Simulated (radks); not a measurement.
Cs15+, 40 electrons, occupied as [Kr] 4d4. Calculated with a radial shooting solver on a logarithmic mesh with Libxc functionals: non-relativistic Kohn-Sham, TPSS, spin-polarised, spherical densities, point nucleus; open shells are filled with parallel spins first (spin-orbit coupling, left out, can overturn this in heavy ions); meta-GGA in the generalised Kohn-Sham scheme; relativity is left out, which matters for an element this heavy. Some entries of the table are withheld. Estimate them.

orbital,occ.,eigenvalue (eV),<r^2> (bohr^2),<1/r> (bohr^-1)
1s down,1,-34604.21,0.001020,54.48
1s up,1,-34604.20,0.001020,54.48
2s up,1,-5573.230,0.01650,12.54
2s down,1,-5571.196,0.01650,12.54
2p up,3,-5269.298,0.01237,12.55
2p down,3,-5267.775,0.01237,12.55
3s up,1,-1415.788,0.1108,4.629
3s down,1,-1415.120,0.1106,4.630
3p up,3,-1286.845,0.1054,4.555
3p down,3,-1285.882,0.1052,4.556
3d up,5,-1049.203,0.08718,4.431
3d down,5,-1047.343,0.08710,4.430
4s up,1,-505.1446,0.5291,(1)
4s down,1,-498.1628,0.5305,(2)
4p up,3,-456.2821,0.5553,1.950
4p down,3,-449.3340,0.5576,1.948
4d up,4,-370.7456,0.6089,1.800
4d down,0,-363.9589,0.6140,1.795

Answer. 
(1) 4s up <1/r> (bohr^-1): 2.025
(2) 4s down <1/r> (bohr^-1): 2.023
